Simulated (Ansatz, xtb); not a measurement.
System: FeF, charge 0, multiplicity 6. The spin state was set by rule; other spins were not relaxed. SMILES: [F][Fe]
Geometry from a B3LYP-D3(BJ)/def2-TZVP (Ansatz, a program for electronic structure) optimisation:
```
Fe
F 1 1.7865
```
Charge 0, spin multiplicity 6.

Harmonic wavenumbers from GFN2-xTB (xtb, at its own minimum), cm⁻¹: 514.

**Question.** Give the harmonic wavenumbers at B3LYP-D3(BJ)/def2-TZVP (Ansatz, finite differences of forces, unscaled).

**Answer.** 645 cm⁻¹. Zero-point energy 0.9 kcal/mol.

**Question.** From these and the geometry, give the ideal-gas thermochemistry at 298.15 K and 1 atm (rigid rotor, harmonic oscillator).

**Answer.** Point group C∞v, rotational symmetry number 1. Rotational constants 11.17, 11.17 GHz. S(trans) 38.85, S(rot) 14.55, S(vib) 0.38, S(elec, spin only) 3.56, S 57.3 cal/(mol K). H(298) - H(0) 2.16 kcal/mol; G - E(el) -14.0 kcal/mol.
